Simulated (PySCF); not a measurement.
## How ionic is MH along the lanthanides?

r²SCAN in PySCF with x2c-SVPall on every atom, spin-free X2C, for the lowest determinant that a PBE0 search found; no spin–orbit coupling. A negative dipole means M(+)H(−).

```tsv
M	state (unpaired electrons)	Re (Å)	μ (D)
Sm	octet (f population 6.0)	2.107	-3.70
Eu	nonet (f population 7.0)	2.105	-3.75
Tb	septet (f population 8.5)	1.977	-2.20
Dy	sextet (f population 9.7)	2.009	-2.70
Ho	quintet (f population 10.9)	2.036	-3.14
Yb	doublet (f population 13.9)	2.011	-2.89
```

Question: Give the ionic character |μ|/(e·Re) of each, with 1 e·Å = 4.803 D, and the positive end.

Answer: SmH 37 % (Sm positive), EuH 37 % (Eu positive), TbH 23 % (Tb positive), DyH 28 % (Dy positive), HoH 32 % (Ho positive), YbH 30 % (Yb positive). Lone pairs and polarisation enter μ too, so this number is only a rough measure of charge transfer.

Spin–orbit coupling is left out. Counting both spins, an empty level lies below a filled one in some of these solutions, because spin and occupation are held. The state is the lowest single determinant that the PBE0 search found; with open d or f shells the true ground state can be another one.
